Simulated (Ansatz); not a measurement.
`[SeH][SiH2][TeH]` + HBr → `[SeH][SiH2]Br` + H₂Te at 298.15 K and 1 bar (ligand exchange at the Si–Te bond).

Computed with Ansatz on PBE0-D4/def2-TZVP structures; ΔE is electronic, products minus reactants. CCSD(T)/CBS adds triple-zeta CCSD(T) − MP2 to the extrapolated MP2 energy (def2 sets, frozen cores). def2 core potentials past Kr. For Br, Se, Te outer-core shells are correlated without core-valence functions, which leaves a few kJ/mol of doubt a bond. Scalar relativity is left out up to krypton. Each species was taken in one conformer, which may not be the lowest.

```
           species  CCSD(T)/CBS energy (Eh)  H − E (kJ/mol)  S (J/(mol·K))
`[SeH][SiH2][TeH]`              -2959.95331           104.3          356.2
               HBr              -2573.91920            24.6          198.6
   `[SeH][SiH2]Br`              -5264.97418            86.4          330.4
              H₂Te               -268.91024            41.3          228.4
```

H − E and S are ideal-gas, rigid-rotor, harmonic terms from PBE0-D4/def2-TZVP, for one conformer and one mirror image of each species. 1 Eh = 2625.50 kJ/mol, R = 8.31446 J/(mol·K).

By hand: ΔE, ΔH, ΔS and ΔG.

ΔE = (-5264.97418) + (-268.91024) − (-2959.95331) − (-2573.91920) = -0.01191 Eh = -31.3 kJ/mol. Δ(H − E) = 86.4 + 41.3 − 104.3 − 24.6 = -1.2, so ΔH = -32.5 kJ/mol. ΔS = 330.4 + 228.4 − 356.2 − 198.6 = 4.0 J/(mol·K). ΔG = -32.5 − 298.15 × (4.0)/1000 = -33.7 kJ/mol.

By hand: the equilibrium constant, and the temperature at which ΔG would vanish if ΔH and ΔS stayed fixed.

log₁₀ K = −ΔG/(RT ln 10) = 5.9. ΔH and −TΔS have one sign here, so there is no such temperature.

The number of gas molecules stays the same, so ΔS is small and ΔH decides. A doubt of 5 kJ/mol in ΔE shifts log₁₀ K by 0.9 here. Other conformers and mirror images would add mixing entropy, several J/(mol·K) or more a flexible species. These are equilibria of isolated gas molecules and say nothing of rates. Largest T1 diagnostic: 0.010 (customary marks: 0.02 for closed shells, 0.045 for open ones).

ΔS is within the doubt of such terms, so its sign, and with it that verdict, could turn.
